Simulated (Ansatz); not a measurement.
Consider the formal exchange of groups at the Si–C bond: `[SiH3]C1=C[SiH2]O1` + `[CH3][SnH2][Cl]` → `[SiH3][CH2][SnH2][Cl]` + `C1=C[SiH2]O1`.

Calculated with Ansatz (gas phase, PBE0-D4/def2-TZVP geometries, no zero-point term in ΔE). CCSD(T)/CBS is the MP2 limit (def2-TZVPP, def2-QZVPP) plus CCSD(T) − MP2 in def2-TZVPP, frozen cores. Functionals use def2-TZVPP. B3LYP here is the variant with VWN-RPA as its local correlation; programs differ in this. def2 core potentials past Kr. For Sn outer-core shells are correlated without core-valence functions, which leaves a few kJ/mol of doubt a bond. Each species was taken in one conformer, which may not be the lowest.

| level | ΔE (kJ/mol) | difference from CCSD(T)/CBS |
| --- | --- | --- |
| PBE-D4 | 0.6 | 3.0 |
| r2SCAN-D4 | -0.5 | 1.9 |
| PBE0-D4 | -2.4 | 0.0 |
| B3LYP-D4 | 2.7 | 5.1 |
| ωB97X-V | -1.9 | 0.5 |
| ωB97M-V | -2.5 | -0.1 |
| B2PLYP | 2.0 | 4.4 |
| PBE | 1.8 | 4.2 |
| r2SCAN | -0.2 | 2.2 |
| PBE0 | -1.3 | 1.1 |
| B3LYP | 4.7 | 7.1 |
| HF/def2-TZVPP | 0.6 | 3.0 |
| MP2/def2-TZVPP | -3.4 | -1.0 |
| SCS-MP2/def2-TZVPP | -1.7 | 0.7 |
| CCSD/def2-TZVPP | -2.6 | -0.2 |
| CCSD(T)/def2-TZVPP | -2.3 | 0.1 |
| HF/def2-QZVPP | 0.5 | 2.9 |
| MP2/def2-QZVPP | -3.5 | -1.1 |
| SCS-MP2/def2-QZVPP | -1.6 | 0.8 |
| HF/CBS(def2) | 0.5 | 2.9 |
| MP2/CBS(def2) | -3.5 | -1.1 |
| CCSD/CBS(def2) | -2.6 | -0.2 |
| CCSD(T)/CBS | -2.4 | 0 |

Largest T1 diagnostic among the species: 0.014.

From PBE to PBE0 (25 % exact exchange), in def2-TZVPP and without D4, ΔE moves by −3.1 kJ/mol.
